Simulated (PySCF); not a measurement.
**Peak assignment**

Numbering as in the mapped SMILES `[F:1][C:2]1=[CH:3][C@H:4]1[C:5]([F:6])([F:7])[F:8]`; H(Xn) means a hydrogen on atom n.

PySCF 2.14 calculation with shielding tensors at PBE0/pcSseg-1 (GIAO) and structure optimised with GFN2-xTB; no solvent, one conformer, no relativistic terms, one averaged value for each set of equivalent atoms.

Referencing at the same level of theory: 13C, 1H vs TMS.

(1) Assign these signals to the numbered atoms. 13C{1H} NMR (computed): δ 151.1 (C), 133.7 (C), 73.9 (CH), 34.1 (CH).

(2) Assign these signals to the numbered atoms. 1H NMR (600 MHz, computed): δ 4.99 (m, 1H), 2.70 (m, 1H).

Answers

(1) 
151.1 → C2, fully substituted alkene carbon: an sp2 carbon of a C=C bond
133.7 → C5, CF3 carbon: 3 electronegative neighbours deshield it
73.9 → C3, alkene CH
34.1 → C4, three-membered-ring carbon: saturated and bonded to C and H only

(2) 
4.99 → H(C3), hydrogen on an alkene CH: a vinylic proton, deshielded by the sp2 carbon and the C=C anisotropy
2.70 → H(C4), hydrogen on a three-membered-ring carbon

Splittings by 19F in the carbon and heteronuclear signals aren't shown, as no couplings were computed. Shifts are as computed. Against solution values, carbons near 30 ppm lie about +3 ppm off and those near 130 ppm about +5 ppm. Of 1211 compounds with measured shifts, 218 miss one by over three times the rms of a fit or turn the order of signals round; such compounds aren't used in these exercises. Multiplicities follow the n + 1 count of equivalent neighbours, as no J values were calculated; m marks all less simple cases, F and P coupling included.
